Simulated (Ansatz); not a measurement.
The cluster Li6H7⁻, relaxed as a singlet with RKS PBE0-D4/def2-TZVPD in Ansatz, starting from the GFN2-xTB geometry. Force threshold 0.02 eV/Å.

Another isomer (singlet) lies 0.48 eV lower at PBE0-D4/def2-TZVPD; other spin states weren't run for this one.

Start:

```xyz
13

Li    0.988    0.949   -1.055
Li   -0.252    1.950    0.840
Li    0.865   -0.449    1.025
Li    0.874   -1.901   -1.156
Li   -1.523    0.046    1.650
Li   -1.253   -0.045   -0.748
H     0.096    2.211   -0.527
H    -2.203    0.452    0.313
H     1.809    0.234    0.092
H    -0.291    1.216    2.123
H    -0.352   -0.229   -1.795
H    -0.228   -1.382    0.996
H     1.469   -3.051   -1.758
```

**Question.** Estimate the energy that the relaxation releases and the steps that it takes.

**Answer.** 226.9 kJ/mol, in 11 steps; 20 s on 4 threads of Arm Neoverse V2 on a shared host. The force fell under the threshold at step 8, but the optimiser went on. No frequencies were taken in this run, so the end may be a saddle point.

**Question.** Does the start keep its bonding?

**Answer.** Bonds formed: Li2–H8, Li3–H10, Li5–H12, Li6–H12 (atoms count from 1).

**Question.** Predict the relaxed structure.

**Answer.** 
| atom | x (Å) | y (Å) | z (Å) |
| --- | --- | --- | --- |
| Li1 | 0.9510 | 1.0165 | -1.2186 |
| Li2 | -0.7538 | 2.0210 | 0.7525 |
| Li3 | 0.8959 | -0.2579 | 1.2270 |
| Li4 | 1.1450 | -1.6383 | -1.2548 |
| Li5 | -1.5214 | -0.0855 | 1.8425 |
| Li6 | -1.3491 | -0.4089 | -0.6304 |
| H7 | 0.2959 | 2.4928 | -0.5251 |
| H8 | -2.2274 | 0.8430 | 0.4928 |
| H9 | 1.9026 | -0.1587 | -0.2003 |
| H10 | -0.1441 | 0.9794 | 2.2219 |
| H11 | -0.1413 | -0.2781 | -1.8870 |
| H12 | -0.6469 | -1.2885 | 0.8797 |
| H13 | 1.5934 | -3.2368 | -1.7001 |
Bond lengths (bridged metal pairs left out): 3 × Li–Li 2.66 to 2.85 Å; 16 × H–Li 1.72 to 1.90 Å.
